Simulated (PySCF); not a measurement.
C3H6Cl, doublet, at a GFN2-xTB geometry, with bond 10-3 at 1.3 times its length. Base run: B3LYP/STO-3G (PySCF).

PySCF was given this input:
```python
from pyscf import gto, scf, dft

mol = gto.M(
    atom='''
C     0.835192   -0.011737   -0.937763
C     2.084743   -0.177637   -0.169537
C    -0.254507    0.777394   -0.466430
H     0.677043   -0.663505   -1.782533
H     2.085227   -1.137528    0.358041
Cl   -1.350148   -0.283367    0.715905
H     2.948546   -0.189084   -0.835151
H     2.203159    0.612184    0.568440
H     0.023736    1.600461    0.184586
H    -1.194735    1.153351   -1.447876
''',
    basis='sto-3g',
    charge=0,
    spin=1,
    verbose=4,
)

mf = dft.UKS(mol)
mf.xc = 'b3lyp'
mf.kernel()
```

Variants of this job, named by their change:

```json
[
 {"change": "base", "ΔE vs base (µEh)": "0.0", "SCF cycles": "12", "<S^2>": "0.757", "outcome": "converged"},
 {"change": "damp = 0.5; diis_start_cycle = 5", "ΔE vs base (µEh)": "0.0", "SCF cycles": "12", "<S^2>": "0.757", "outcome": "converged"},
 {"change": "DIIS = EDIIS", "ΔE vs base (µEh)": "-", "SCF cycles": "50", "<S^2>": "-", "outcome": "not converged"},
 {"change": "DIIS = ADIIS", "ΔE vs base (µEh)": "0.0", "SCF cycles": "17", "<S^2>": "0.757", "outcome": "converged"},
 {"change": "init_guess = sap", "ΔE vs base (µEh)": "0.0", "SCF cycles": "15", "<S^2>": "0.757", "outcome": "converged"},
 {"change": "diis_space = 12", "ΔE vs base (µEh)": "0.0", "SCF cycles": "11", "<S^2>": "0.757", "outcome": "converged"},
 {"change": "init_guess = vsap", "ΔE vs base (µEh)": "0.0", "SCF cycles": "13", "<S^2>": "0.757", "outcome": "converged"},
 {"change": "diis_space = 4", "ΔE vs base (µEh)": "0.0", "SCF cycles": "14", "<S^2>": "0.757", "outcome": "converged"},
 {"change": "level_shift = 0.3 (with mf.max_cycle = 100)", "ΔE vs base (µEh)": "0.0", "SCF cycles": "16", "<S^2>": "0.757", "outcome": "converged"},
 {"change": "conv_tol = 1e-6", "ΔE vs base (µEh)": "0.0", "SCF cycles": "8", "<S^2>": "0.757", "outcome": "converged"},
 {"change": "conv_tol = 1e-12", "ΔE vs base (µEh)": "0.0", "SCF cycles": "14", "<S^2>": "0.757", "outcome": "converged"},
 {"change": "conv_tol = 1e-4", "ΔE vs base (µEh)": "1.0", "SCF cycles": "6", "<S^2>": "0.757", "outcome": "converged"},
 {"change": "init_guess = mod_huckel", "ΔE vs base (µEh)": "0.0", "SCF cycles": "14", "<S^2>": "0.757", "outcome": "converged"}
]
```

Open shells are given as the SCF converged; they aren't shown to be the lowest states, and a large step between rows can be another state.
